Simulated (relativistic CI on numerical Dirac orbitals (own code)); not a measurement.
**Hyperfine structure of I XXII, mass number 129**

Calculated at this level of theory: Dirac-Coulomb-Breit CI, separate exchange-only KLI orbitals for each configuration, model QED (radiative potential, 1s self-energy scaled to tabulated hydrogen-like ionisation energies), unscaled Slater integrals (own radial code, finite nucleus).

Configuration list (outside the closed core [Ar] 3d10): 4s2.4p2, 4s.4p3, 4s2.4p.4d, 4p4, 4s.4p2.4d, 4s2.4p.4f, 4s.4p2.4f, 4p3.4d, 4s.4p.4d2, 4s2.4d.4f, 4p3.4f, 4s2.4p.5s, 4s2.4d2, 4s.4d3, 4s.4d2.4f, 4p2.4d2, 4p.4d3, 4p.4d2.4f, 4p.4d2.5s, 4s2.4f2, 4s.4d.4f2, 4s.4f3, 4p2.4f2, 4p.4d.4f2, 4p.4f3, 4p.4f2.5s. Double excitations out of closed p, d and f shells are left out; levels of such configurations are missing from the list, as are those of other unlisted configurations, and high levels can miss mixing partners.

Nuclear spin I = 7/2, μ = 2.6165 μN, Q = -0.483 b (tables of Stone and Pyykkö). The electronic factors are computed for point nuclear moments, without core polarisation or the Bohr-Weisskopf and QED corrections.

```csv
Level,E (cm⁻¹),A (MHz),B (MHz)
4s2.4p2 3P_1,98871,-3393,-6320
4s2.4p2 1D_2,118615,23540,-7070
4s2.4p2 3P_2,232947,11310,-5540
4s.4p3 5S°_2,468311,58600,-4790
4s.4p3 3D°_1,543947,-32390,-11000
4s.4p3 3D°_2,575086,41900,-12500
4s.4p3 3D°_3,607043,52360,885
4s.4p3 3P°_1,664570,54860,11700
```

Levels with J = 0, under 50 % of one LS term, or S terms without an open s electron are left out. Small factors come from cancelling terms and can be off by tens of per cent or more.

At this charge energies of transitions that change n are usually good to better than 1 %, and those within a shell (Δn = 0) to a few per cent.

(1) Give the hyperfine levels of 4s2.4p2 1D_2 relative to its centre of gravity.

Results:

(1) With K = F(F + 1) − I(I + 1) − J(J + 1), E = AK/2 + B[¾K(K + 1) − I(I + 1)J(J + 1)]/[2I(2I − 1)J(2J − 1)]: F = 3/2: -215700, F = 5/2: -153600, F = 7/2: -68600, F = 9/2: 37710, F = 11/2: 163000 MHz.

LS names give the leading component of a level, which can be under half, so a name can repeat, a term be missing and a line seem to break the LS rules.
